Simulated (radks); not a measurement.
These are the eigenvalues of the occupied orbitals of an atom or ion with whole-number occupations (eV). All-electron calculation, scalar-relativistic Kohn-Sham, r2SCAN, spin-polarised, spherical densities, finite nucleus; meta-GGA in the generalised Kohn-Sham scheme; Fermi nuclear charge, rms radius of each element as measured or else 0.836 A^(1/3) + 0.57 fm. Program: a radial shooting solver on a logarithmic mesh with Libxc functionals.

orbital  eigenvalue
1s up     -37325.24
1s down   -37325.15
2s up     -5922.001
2s down   -5921.921
2p up     -5307.662
2p down   -5307.579
3s up     -1260.831
3s down   -1260.744
3p up     -1062.693
3p down   -1062.594
3d up     -775.2473
3d down   -775.1310
4s up     -253.8112
4s down   -253.5368
4p up     -189.5008
4p down   -189.2356
4d up      -95.8049
4d down    -95.4478
5s up      -38.2444
5p up      -22.4420
5p down    -20.7918
6s up       -3.8503
6s down     -3.4411
5d up       -3.4178

Which element is it, and in what charge state? The configuration may be excited. Open shells, if any, are filled with parallel spins first.

Answer. Z = 56, barium, charge 0: Ba in [Kr] 4d10 5s1 5p6 6s2 5d1. The list shows which subshells hold electrons but not how many an open one holds; the 1s level, -1371.7 hartree, gives Z - s = 52.4 by -(Z - s)^2/2, which with screening and relativity narrows Z to a few neighbours, and the depths of the outer levels then fix element, charge and occupations together.
